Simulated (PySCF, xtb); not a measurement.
C₂H₈BNO, SMILES CN(C)BO. One conformer was computed; it need not be the lowest.

Harmonic wavenumbers (cm⁻¹) from GFN2-xTB run with xtb 6.7.1 at its own minimum, in rising order: 92, 169, 209, 280, 295, 406, 501, 555, 801, 818, 971, 1049, 1065, 1095, 1113, 1137, 1205, 1241, 1408, 1414, 1444, 1474, 1484, 1494, 1514, 2634, 2901, 2907, 2929, 2938, 3014, 3053, 3608.

**Question.** What does TPSSh-D3(BJ)/def2-SVP run with PySCF 2.14.0 give at its own minimum? (An estimate is asked for; the answer gives what the named calculation found.)

**Answer.** 113, 194, 237, 274, 278, 384, 521, 546, 812, 888, 1006, 1075, 1081, 1116, 1159, 1173, 1244, 1312, 1438, 1451, 1467, 1481, 1484, 1500, 1558, 2635, 2985, 2992, 3039, 3049, 3105, 3145, 3804. Paired by order, the mean absolute difference is 43 cm⁻¹ and the zero-point energies are 67.5 and 69.4 kcal/mol.
